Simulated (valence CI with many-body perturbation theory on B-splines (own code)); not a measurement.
**Ba³⁵⁺ in brief**

Computed by relativistic CI+MBPT: three valence electrons over a frozen Dirac-Fock core [Ar], radial functions for each j: 9 s, 9 p, 10 d, 8 f, 5 g, 3 h, 1 i, with the one-electron correlation potential Σ1 (screened to all orders), the two-electron term Σ2, the three-electron term Σ3, Breit, model QED; selected single and double excitations, second order for the rest (own B-spline code, finite nucleus).

The last digits are not significant, and no measured levels were compared; by estimate large intervals hold to a few tenths of a per cent, small ones and those within an open d or f shell to about a per cent. Only levels of the ground parity were solved; by the run's estimate the other parity begins above the list, which can be wrong where configurations are misplaced.

Levels are named by their leading jj configuration (3d3/2^4 stands for four electrons in 3d with j = 3/2), which in mixed levels can hold well under half, so a name can repeat and another be missing.

Rates and lifetimes use the calculated energies. Strong lines usually hold to 10 to 20 %, long lifetimes can be off by a factor of two.

(1) What is the ground level?

(2) Name the longest-lived excited levels whose lifetime is computed, and their main decay.

(3) What is the ionisation energy?

(4) How well does LS coupling describe the low levels?

## Answers

(1) (3d3/2^3) J=3/2, composition 62 % 3d3 4F + 29 % 3d3 2D + 7 % 3d3 2P, g = 0.608.

(2) (3d3/2^2 3d5/2) J=9/2 at 21.233 eV lives 53.9 ms, mostly by M1 to (3d3/2^2 3d5/2) J=7/2.

(3) 2350.6 eV; NIST lists 2349 ± 5 eV (theoretical).

(4) Among the lowest 19 levels the leading LS term, summed over configurations, holds 65 % on average. For single configurations the figures are 65 % in LS and 86 % in jj coupling. Terms mix most in the J = 3/2 level at 19.265 eV, where the leading one holds 41 %.
